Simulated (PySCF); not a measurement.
**Functional dependence of a UV spectrum**

CH9PSi2.
SMILES: `[SiH3]C[SiH2]P`

Linear-response calculations in the def2-SVPD basis (PySCF; singlets by full response, triplets Tamm–Dancoff, core orbitals frozen in the response; HF means time-dependent Hartree–Fock). 'Strongest' is the level of largest summed f among the singlets computed (10 roots, of which the last may lack a degenerate partner); it can jump between rows when another state enters that window. S1 is the lowest singlet of each run and needn't be the same state throughout; f(S1) is that of one state. The structure is a single PBE0-D3(BJ)/def2-SVP conformer in the gas phase; no vibrational or solvent corrections.

```json
{"functional": "LDA", "kind": "LDA", "S1 (eV)": "5.66", "f(S1)": "0.010", "strongest (eV)": "5.91", "T1 (eV)": "5.25", "HOMO (eV)": "-6.46", "gap (eV)": "5.47", "ionisation energy, ΔSCF (eV)": "10.04"}
{"functional": "PBE", "kind": "GGA", "S1 (eV)": "5.77", "f(S1)": "0.009", "strongest (eV)": "7.15", "T1 (eV)": "5.21", "HOMO (eV)": "-6.39", "gap (eV)": "5.59", "ionisation energy, ΔSCF (eV)": "9.24"}
{"functional": "B3LYP", "kind": "global hybrid, 20% exact exchange", "S1 (eV)": "6.24", "f(S1)": "0.011", "strongest (eV)": "6.65", "T1 (eV)": "5.46", "HOMO (eV)": "-7.26", "gap (eV)": "7.02", "ionisation energy, ΔSCF (eV)": "9.46"}
{"functional": "PBE0", "kind": "global hybrid, 25% exact exchange", "S1 (eV)": "6.39", "f(S1)": "0.016", "strongest (eV)": "6.78", "T1 (eV)": "5.46", "HOMO (eV)": "-7.48", "gap (eV)": "7.44", "ionisation energy, ΔSCF (eV)": "9.46"}
{"functional": "BHandHLYP", "kind": "global hybrid, 50% exact exchange", "S1 (eV)": "6.62", "f(S1)": "0.016", "strongest (eV)": "7.15", "T1 (eV)": "5.65", "HOMO (eV)": "-8.43", "gap (eV)": "9.10", "ionisation energy, ΔSCF (eV)": "9.46"}
{"functional": "CAM-B3LYP", "kind": "range-separated hybrid", "S1 (eV)": "6.51", "f(S1)": "0.016", "strongest (eV)": "7.02", "T1 (eV)": "5.61", "HOMO (eV)": "-8.72", "gap (eV)": "9.53", "ionisation energy, ΔSCF (eV)": "9.56"}
{"functional": "wB97X-D", "kind": "range-separated hybrid", "S1 (eV)": "6.55", "f(S1)": "0.014", "strongest (eV)": "7.09", "T1 (eV)": "5.76", "HOMO (eV)": "-9.29", "gap (eV)": "10.89", "ionisation energy, ΔSCF (eV)": "9.58"}
{"functional": "LC-wPBE", "kind": "range-separated hybrid", "S1 (eV)": "6.71", "f(S1)": "0.013", "strongest (eV)": "7.40", "T1 (eV)": "5.68", "HOMO (eV)": "-10.07", "gap (eV)": "11.94", "ionisation energy, ΔSCF (eV)": "9.62"}
{"functional": "HF", "kind": "Hartree–Fock", "S1 (eV)": "6.92", "f(S1)": "0.019", "strongest (eV)": "7.73", "T1 (eV)": "5.56", "HOMO (eV)": "-9.96", "gap (eV)": "12.28", "ionisation energy, ΔSCF (eV)": "not settled"}
```

S1 runs from 5.66 eV (LDA) to 6.92 eV (HF), a spread of 1.26 eV, while the orbital gap spreads over 6.8 eV. Along PBE (0%), B3LYP (20%), PBE0 (25%), BHandHLYP (50%), HF (100%) S1 rises with the share of exact exchange. −ε(HOMO) comes closest to its own ΔSCF ionisation energy with wB97X-D (-0.29 eV) and misses most with LDA (-3.58 eV). 'Not settled' means that the ion's SCF failed to converge or may have ended in another state than the lowest.

Without π bonds the low states are Rydberg-like; a valence basis with one diffuse set may place them up to an eV too high.
